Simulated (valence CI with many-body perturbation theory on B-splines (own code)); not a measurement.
Values are calculated unless marked as measured or tabulated.
From CI to CI+MBPT in Ce⁹⁺

Level of theory: valence CI with perturbative core correlation (CI+MBPT): three valence electrons over a frozen Dirac-Fock core [Kr] 4d10, radial functions for each j: 8 s, 8 p, 9 d, 9 f, 6 g, 3 h, 2 i, with the one-electron correlation potential Σ1 (screened to all orders), the two-electron term Σ2, the three-electron term Σ3, Breit, model QED; selected single and double excitations, second order for the rest, scaled by the run's own slope (own B-spline code, finite nucleus).

No measured spectrum was set against this ion. As an estimate, levels hold to about 250 cm⁻¹ or 0.2 % of their energy and the worst to 1 %, as in measured heavy ions of charge 2 to 7; those with d or f electrons hold less well. Core correlation moves these levels by up to 41000 cm⁻¹, and in measured spectra 5 to 20 % of such shifts remained as error; rates that hang on mixing are uncertain with them.

Each rung adds one term. CI alone is the Dirac-Coulomb CI over the frozen core; QED comes last and gives the full result, which names the levels. Energies are above 5s2.5p 2P°_1/2 on the same rung, in cm⁻¹. A blank means that the level has no clear partner on that rung.

Names give the largest LS component (configuration and term), which can be under half, so a name can repeat, a term be missing and a line seem to break the LS rules; names also repeat where a configuration has a term twice. Letters in brackets count levels of one name in rising energy.

| Level | CI alone |
| --- | --- |
| 5s2.5p 2P°_3/2 | 32593 |
| 4f.5s2 2F°_5/2 | 75704 |
| 4f.5s2 2F°_7/2 | 78052 |
| 5s.5p2 4P_1/2 | 133560 |
| 5s.5p2 4P_3/2 | 151475 |
| 5s.5p2 4P_5/2 | 163444 |
| 4f.5s.5p 4F_7/2 [a] | 200526 |
| 4f.5s.5p 4F_5/2 | 205156 |
| 4f.5s.5p 2F_7/2 [a] | 205533 |
| 4f.5s.5p 4F_9/2 | 206493 |
| 4f.5s.5p 2G_7/2 [a] | 216216 |
| 5s.5p2 2P_1/2 | 213432 |
| 4f.5s.5p 4G_9/2 | 228547 |
| 4f.5s.5p 4F_7/2 [b] | 229448 |
| 4f.5s.5p 4D_5/2 | 232987 |
| 4f.5s.5p 4G_11/2 | 232931 |

Task: What do these energies become with core correlation, Breit and QED?

Result: 5s2.5p 2P°_3/2 33439 (+846); 4f.5s2 2F°_5/2 55197 (-20507); 4f.5s2 2F°_7/2 57786 (-20267); 5s.5p2 4P_1/2 139184 (+5624); 5s.5p2 4P_3/2 158335 (+6860); 5s.5p2 4P_5/2 169422 (+5979); 4f.5s.5p 4F_7/2 [a] 186343 (-14183); 4f.5s.5p 4F_5/2 190816 (-14339); 4f.5s.5p 2F_7/2 [a] 190915 (-14618); 4f.5s.5p 4F_9/2 192425 (-14068); 4f.5s.5p 2G_7/2 [a] 201541 (-14676); 5s.5p2 2P_1/2 208671 (-4760); 4f.5s.5p 4G_9/2 215306 (-13242); 4f.5s.5p 4F_7/2 [b] 215640 (-13808); 4f.5s.5p 4D_5/2 218992 (-13994); 4f.5s.5p 4G_11/2 219276 (-13656).

Task: How does the ionisation energy move along the ladder, and which term matters most?

Result: CI alone 140.09, + Σ1 141.85, + Σ2 141.29, + Σ3 141.28, + Breit 141.16, + QED 141.17 eV. The largest step is Σ1, 1.76 eV. NIST lists 140 ± 2.2 eV (theoretical).
